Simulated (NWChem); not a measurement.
System: CH$_{5}$GaO$_{2}$; SMILES [CH3][Ga]([OH])[OH]

The following NWChem deck was run.

```
start job
memory heap 200 mb stack 900 mb global 1100 mb
geometry units angstroms noautosym nocenter noautoz
  Ga    -0.023840     0.000154     0.000147
  C      0.215301    -1.933119     0.000544
  H      0.701725    -2.262583    -0.929827
  H     -0.764650    -2.424155     0.078739
  H      0.842756    -2.252964     0.845535
  O     -1.654106     0.717880    -0.001400
  H     -1.640394     1.680747    -0.006022
  O      1.247695     1.260308    -0.001791
  H      2.152687     0.935259    -0.000347
end
basis spherical
  * library def2-svpd
end
dft
  xc xpbe96 cpbe96
  iterations 150
end
property
  response 1 0.0
end
task dft property
```

Excerpt of the output:

```
             Northwest Computational Chemistry Package (NWChem) 7.3.0
             --------------------------------------------------------

                             Geometry "geometry" -> ""
                             -------------------------

 Output coordinates in angstroms (scale by  1.889725989 to convert to a.u.)

  No.       Tag          Charge          X              Y              Z
 ---- ---------------- ---------- -------------- -------------- --------------
    1 Ga                  31.0000    -0.02384000     0.00015400     0.00014700
    2 C                    6.0000     0.21530100    -1.93311900     0.00054400
    3 H                    1.0000     0.70172500    -2.26258300    -0.92982700
    4 H                    1.0000    -0.76465000    -2.42415500     0.07873900
    5 H                    1.0000     0.84275600    -2.25296400     0.84553500
    6 O                    8.0000    -1.65410600     0.71788000    -0.00140000
    7 H                    1.0000    -1.64039400     1.68074700    -0.00602200
    8 O                    8.0000     1.24769500     1.26030800    -0.00179100
    9 H                    1.0000     2.15268700     0.93525900    -0.00034700

 Effective nuclear repulsion energy (a.u.)     287.9285739958

  pbe96 is a nonlocal functional; adding pw91lda local functional.
                              NWChem Property Module
                              ----------------------

                                 NWChem DFT Module
                                 -----------------

 Summary of "ao basis" -> "ao basis" (spherical)
 ------------------------------------------------------------------------------
       Tag                 Description            Shells   Functions and Types
 ---------------- ------------------------------  ------  ---------------------
 Ga                        def2-svpd                14       38   6s4p4d
 C                         def2-svpd                 8       20   4s2p2d
 H                         def2-svpd                 4        8   2s2p
 O                         def2-svpd                 9       23   4s3p2d

            General Information
            -------------------
          SCF calculation type: DFT
          Wavefunction type:  closed shell.
          No. of atoms     :     9
          No. of electrons :    58
           Alpha electrons :    29
            Beta electrons :    29
          Charge           :     0
          Spin multiplicity:     1
          Use of symmetry is: off; symmetry adaption is: off
          Maximum number of iterations: 150
          AO basis - number of functions:   144
                     number of shells:    60
          Convergence on energy requested:  1.00D-06
          Convergence on density requested:  1.00D-05
          Convergence on gradient requested:  5.00D-04

              XC Information
              --------------
          PerdewBurkeErnzerhof Exchange Functional  1.000
            Perdew 1991 LDA Correlation Functional  1.000 local
           PerdewBurkeErnz. Correlation Functional  1.000 non-local

             Grid Information
             ----------------
          Grid used for XC integration:  medium
          Radial quadrature: Mura-Knowles
          Angular quadrature: Lebedev.
          Tag              B.-S. Rad. Rad. Pts. Rad. Cut. Ang. Pts.
          ---              ---------- --------- --------- ---------
          Ga                  1.30      112          10.0       590
          C                   0.70       49          11.0       434
          H                   0.35       45          12.0       434
          O                   0.60       49          11.0       434
          Grid pruning is: on
          Number of quadrature shells:   484
          Spatial weights used:  Erf1

      Superposition of Atomic Density Guess
      -------------------------------------

 Sum of atomic energies:       -2112.48602517

      Non-variational initial energy
      ------------------------------

 Total energy =   -2113.722063
 1-e energy   =   -3516.555077
 2-e energy   =    1114.904440
 HOMO         =      -0.395170
 LUMO         =      -0.033620

   convergence    iter        energy       DeltaE   RMS-Dens  Diis-err
 ---------------- ----- ----------------- --------- --------- ---------
 d= 0,ls=0.0,diis     1  -2115.4595795630 -2.40D+03  2.62D-02  1.24D+00
 d= 0,ls=0.0,diis     2  -2114.7681028599  6.91D-01  1.61D-02  7.67D+00
 d= 0,ls=0.0,diis     3  -2115.5963069879 -8.28D-01  2.00D-03  9.67D-02
 d= 0,ls=0.0,diis     4  -2115.6019723071 -5.67D-03  9.82D-04  3.51D-02
 d= 0,ls=0.0,diis     5  -2115.6046875818 -2.72D-03  2.21D-04  9.85D-04
  Resetting Diis
 d= 0,ls=0.0,diis     6  -2115.6047924834 -1.05D-04  6.42D-05  1.35D-04
 d= 0,ls=0.0,diis     7  -2115.6048045657 -1.21D-05  5.24D-05  1.06D-05
 d= 0,ls=0.0,diis     8  -2115.6047986863  5.88D-06  3.76D-05  6.98D-05
 d= 0,ls=0.0,diis     9  -2115.6048055918 -6.91D-06  4.62D-06  3.21D-07
 d= 0,ls=0.0,diis    10  -2115.6048056299 -3.81D-08  1.04D-06  4.65D-08

         Total DFT energy =    -2115.604805629934
      One electron energy =    -3518.884164185101
           Coulomb energy =     1214.340396168554
    Exchange-Corr. energy =      -98.989611609217
 Nuclear repulsion energy =      287.928573995830

 Numeric. integr. density =       58.000004171294

                       DFT Final Molecular Orbital Analysis
                       ------------------------------------

 Vector   27  Occ=2.000000D+00  E=-2.780544D-01
              MO Center=  9.5D-02,  9.2D-01, -2.8D-03, r^2= 2.9D+00
   Bfn.  Coefficient  Atom+Function         Bfn.  Coefficient  Atom+Function
  ----- ------------  ---------------      ----- ------------  ---------------
   120      0.447962  8 O  pz                89      0.365078  6 O  pz
   123      0.307355  8 O  pz                92      0.248652  6 O  pz
    15      0.155326  1 Ga pz               126      0.091744  8 O  pz
    12     -0.088303  1 Ga pz                20     -0.066089  1 Ga d -1
    95      0.060023  6 O  pz                45     -0.053136  2 C  pz

 Vector   28  Occ=2.000000D+00  E=-2.688695D-01
              MO Center=  6.5D-01, -4.3D-02,  1.3D-04, r^2= 3.6D+00
   Bfn.  Coefficient  Atom+Function         Bfn.  Coefficient  Atom+Function
  ----- ------------  ---------------      ----- ------------  ---------------
   119      0.445743  8 O  py                44      0.338813  2 C  py
   122      0.277445  8 O  py                14     -0.234872  1 Ga py
   117      0.176358  8 O  s                 47      0.165930  2 C  py
    11      0.129768  1 Ga py                23      0.114368  1 Ga d  2
     4      0.106955  1 Ga s                 17     -0.101685  1 Ga py

 Vector   29  Occ=2.000000D+00  E=-2.553622D-01
              MO Center= -4.3D-01,  9.3D-01, -1.8D-03, r^2= 2.8D+00
   Bfn.  Coefficient  Atom+Function         Bfn.  Coefficient  Atom+Function
  ----- ------------  ---------------      ----- ------------  ---------------
    89      0.480464  6 O  pz               120     -0.404936  8 O  pz
    92      0.331947  6 O  pz               123     -0.278360  8 O  pz
    95      0.116151  6 O  pz                22     -0.095974  1 Ga d  1
   126     -0.083779  8 O  pz                32      0.028219  1 Ga d  1

 Vector   30  Occ=0.000000D+00  E=-5.154411D-02
              MO Center=  3.6D-01,  4.5D-02,  2.0D-03, r^2= 8.0D+00
   Bfn.  Coefficient  Atom+Function         Bfn.  Coefficient  Atom+Function
  ----- ------------  ---------------      ----- ------------  ---------------
     6      1.280383  1 Ga s                 86     -0.749945  6 O  s
     5      0.418708  1 Ga s                  4      0.374152  1 Ga s
    17      0.286516  1 Ga py               124      0.268471  8 O  px
    40     -0.240023  2 C  s                116     -0.234202  8 O  s
   107      0.222579  7 H  s                117     -0.216386  8 O  s

 Vector   31  Occ=0.000000D+00  E=-3.116752D-02
              MO Center=  4.4D-03, -1.3D-01,  7.3D-03, r^2= 3.7D+00
   Bfn.  Coefficient  Atom+Function         Bfn.  Coefficient  Atom+Function
  ----- ------------  ---------------      ----- ------------  ---------------
    18      0.763188  1 Ga pz                15      0.454242  1 Ga pz
    60      0.284974  3 H  s                 76     -0.279487  5 H  s
    12     -0.219460  1 Ga pz                89     -0.208848  6 O  pz
   120     -0.207172  8 O  pz                92     -0.168238  6 O  pz
   123     -0.166304  8 O  pz                59      0.125276  3 H  s

 Vector   32  Occ=0.000000D+00  E= 5.776340D-03
              MO Center=  5.9D-01,  5.3D-01, -1.4D-02, r^2= 8.9D+00
   Bfn.  Coefficient  Atom+Function         Bfn.  Coefficient  Atom+Function
  ----- ------------  ---------------      ----- ------------  ---------------
     5      1.099395  1 Ga s                 16     -1.061576  1 Ga px
    42     -0.998154  2 C  s                 76      0.701723  5 H  s
    68     -0.682729  4 H  s                 93     -0.667279  6 O  px
    60      0.616138  3 H  s                138      0.525501  9 H  s
    94      0.473637  6 O  py                38     -0.445891  1 Ga d  2

     Multipole analysis of the density
     ---------------------------------

     L   x y z        total         alpha         beta         nuclear
     -   - - -        -----         -----         ----         -------
     0   0 0 0     -0.000000    -29.000000    -29.000000     58.000000

     1   1 0 0      0.660263      1.658985      1.658985     -2.657707
     1   0 1 0     -0.583369     -0.204632     -0.204632     -0.174104
     1   0 0 1     -0.001699      0.027146      0.027146     -0.055991

     2   2 0 0    -26.705677    -91.470800    -91.470800    156.235923
     2   1 1 0     -1.919597      2.242790      2.242790     -6.405178
     2   1 0 1      0.009293     -0.013679     -0.013679      0.036652
     2   0 2 0    -26.007005   -118.390600   -118.390600    210.774196
     2   0 1 1     -0.001171      0.061690      0.061690     -0.124550
     2   0 0 2    -25.271529    -15.467239    -15.467239      5.662950

 *** CALLING NEW AORESP DRIVER FOR CLOSED AND OPEN SHELLS ***
 Entering AOResponse driver routine

--------------------------------------------------------------------------------

          -----------------------------------------------
          Solving response equations for perturbing field
          -----------------------------------------------

 number of frequencies:     1
 frequency in a.u.:  0.0000000E+00
 Perturbing field: electric
 Using El. Dipole Length Gauge

 Setting up CPKS with frequency omega =      0.00000000 a.u.

 STATIC response

                                NWChem CPHF Module
                                ------------------

  scftype          =     RHF
  nclosed          =       29
  nopen            =        0
  variables        =     3335
  # of vectors     =        3
  tolerance        = 0.10D-03
  level shift      = 0.00D+00
  max iterations   =       50
  max subspace     =       30

 SCF residual:    5.0709461446525547E-005

Iterative solution of linear equations
  No. of variables     3335
  No. of equations        3
  Maximum subspace       30
        Iterations       50
       Convergence  1.0D-04

   iter   nsub   residual    time
   ----  ------  --------  ---------
     1      3    4.19D+00      54.7
     2      6    3.55D+00      65.1
     3      9    4.34D-01      75.3
     4     12    1.67D-01      86.4
     5     15    6.56D-02      96.4
     6     18    1.12D-02     105.3
     7     21    1.56D-03     116.4
     8     24    9.66D-05     126.7

 Electric Dipole Response Matrix (nonzero elements):

              1        2        3
    1   52.9864  -0.7957   0.0019
    2   -0.7956  60.2680   0.0136
    3    0.0019   0.0136  41.6426

 ------------------------------------------
 average:        51.63231 + I       0.00000

 DFT Linear Response polarizability / au
 Frequency  =       0.0000000 / au
              X              Y              Z
 -----------------------------------------------
 X      52.9863587     -0.7957143      0.0018781
 Y      -0.7956347     60.2679794      0.0135729
 Z       0.0018695      0.0135728     41.6425845
 -----------------------------------------------
 Eigenvalues =      52.9004207     60.3539279     41.6425741
 Isotropic   =      51.6323076
 Anisotropic =      16.3157691
 -----------------------------------------------

 Magnetic Dipole Response Matrix (nonzero elements):

 Exiting AOResponse driver routine
```

Level: PBE/def2-SVPD. The geometry was optimised at PBE0/def2-SVP.
